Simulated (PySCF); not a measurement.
Methanetetracarbonitrile, C5N4.
Bonds: N1–C2 (triple), C2–C3, C3–C4, C4–N5 (triple), C3–C6, C6–N7 (triple), C3–C8, C8–N9 (triple).

Level of theory: TDDFT B3LYP/def2-SVPD, vertical, gas phase, core orbitals frozen in the response (PySCF 2.14.0, density-fitted response routines). Isolated species at its GFN2-xTB geometry, gas phase.

```json
{"state": "S1", "E (eV)": "7.46", "E (hartree)": "0.2741", "f": "0.0000", "main configurations (H = HOMO, L = LUMO)": "H-2→L/L+1/L+2 (≥23%), H→L/L+1/L+2 (≥20%), H-1→L/L+1/L+2 (≥19%)"}
{"state": "S2", "E (eV)": "7.54", "E (hartree)": "0.2771", "f": "0.0000", "main configurations (H = HOMO, L = LUMO)": "H-1→L/L+1/L+2 (≥21%), H→L/L+1/L+2 (≥20%)"}
{"state": "S3", "E (eV)": "7.54", "E (hartree)": "0.2772", "f": "0.0000", "main configurations (H = HOMO, L = LUMO)": "H-2→L/L+1/L+2 (≥22%), H→L/L+1/L+2 (≥14%)"}
{"state": "S4", "E (eV)": "7.54", "E (hartree)": "0.2772", "f": "0.0000", "main configurations (H = HOMO, L = LUMO)": "H-2→L/L+1/L+2 (≥29%), H-1→L/L+1/L+2 (≥14%)"}
{"state": "S5", "E (eV)": "7.70", "E (hartree)": "0.2828", "f": "0.0000", "main configurations (H = HOMO, L = LUMO)": "H-1→L+4 (18%), H→L+4 (14%), H-2→L+3 (12%)"}
{"state": "S6", "E (eV)": "7.70", "E (hartree)": "0.2828", "f": "0.0000", "main configurations (H = HOMO, L = LUMO)": "H-2→L+3 (17%), H→L+4 (15%)"}
{"state": "S7", "E (eV)": "7.70", "E (hartree)": "0.2829", "f": "0.0000", "main configurations (H = HOMO, L = LUMO)": "H→L+3 (18%), H-1→L+3 (12%), H-2→L/L+1/L+2 (≥10%)"}
```

Triplets (Tamm–Dancoff): T1 6.24 eV, H→L+3 (11%), H-1→L+3 (9%), H→L/L+1/L+2 (≥9%); T2 6.24 eV, H→L/L+1/L+2 (≥11%), H-2→L/L+1/L+2 (≥10%), H-1→L+4 (10%); T3 6.24 eV, H-2→L+4 (19%), H-2→L/L+1/L+2 (≥13%), H-1→L/L+1/L+2 (≥11%).

The lowest singlet comes at 166 nm (720 kJ/mol) in the vacuum ultraviolet; it is dark (f under 0.0005); its leading configuration is HOMO-2→LUMO/LUMO+1/LUMO+2 (≥23%). The largest oscillator strength of a single state is 0.0000. S2/S3/S4 and S5/S6/S7 lie within about 0.01 eV of each other in each set; the point group Td has degenerate representations, and within a degenerate level the listed configurations can mix freely. Löwdin shares by element: HOMO (one of a set within 0.03 eV) nitrogen 40% or more, carbon 32% or more (atoms not listed hold the other 29%); LUMO (one of a set within 0.03 eV) nitrogen 29% or more, carbon 25% or more (atoms not listed hold the other 45%). The oscillator strengths of these states sum to 0.000; summed over the whole spectrum of an exact calculation they would give the number of electrons, 58 (Thomas–Reiche–Kuhn). Of the 7 states listed, none reaches f = 0.01 and 7 stay under 0.0005. The listed states span 0.24 eV, and the widest gap between neighbours is 0.15 eV (S4 to S5). Orbitals of the list HOMO-3 to LUMO+2 that lie within 0.01 eV of each other are written together with a slash and their weights summed (≥ marks a lower bound); for degenerate orbitals outside that list single weights are arbitrary. Only the lowest 8 singlets were computed, as vertical energies without vibronic structure. The highest level found (7.72 eV, f 0.0000 so far) is left out, since the window may have cut off a degenerate partner.

The run took 32 s on one thread of an Arm Neoverse V2 (shared host).
